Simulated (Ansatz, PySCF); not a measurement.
CH2Cl, SMILES [CH2]Cl, multiplicity 2. Atoms are numbered in the order given.

```xyz
4

C      0.0000     0.0000    -1.1066
Cl     0.0000     0.0000     0.5879
H      0.0000    -0.9539    -1.6096
H      0.0000     0.9539    -1.6096
```
Charge 0, spin multiplicity 2.

Geometry: r2SCAN-D4/def2-TZVP. The isomer is the one that the SMILES or the coordinates give; other isomers of the formula were not compared.

Two levels are set side by side: PBE-D3(BJ)/def2-TZVP (Ansatz, an electronic-structure program) and r2SCAN-D4/def2-TZVP (Ansatz). Each level has its own optimised geometry; the coordinates shown are those of the second. Frequencies come from the Hessian of PySCF at each geometry. Differences are taken from unrounded values.

```
quantity                            r2SCAN-D4
----------------------------------  ---------
mean bond length (Å)                    1.284
bond C1–Cl2 (Å)                         1.695
bond C1–H3 (Å)                          1.078
bond C1–H4 (Å)                          1.078
highest harmonic wavenumber (cm⁻¹)       3320
mean harmonic wavenumber (cm⁻¹)          1666
zero-point energy (kcal/mol)            14.29
```

**Question.** What does PBE-D3(BJ) give, and how far is it from r2SCAN-D4? (Estimate from the structure and the level; the computed values follow.)

**Answer.** 
```csv
quantity,PBE-D3(BJ),PBE-D3(BJ) minus r2SCAN-D4
mean bond length (Å),1.289,0.005
bond C1–Cl2 (Å),1.695,0.001
bond C1–H3 (Å),1.086,0.007
bond C1–H4 (Å),1.086,0.007
highest harmonic wavenumber (cm⁻¹),3248,-71
mean harmonic wavenumber (cm⁻¹),1627,-40
zero-point energy (kcal/mol),13.95,-0.34
```
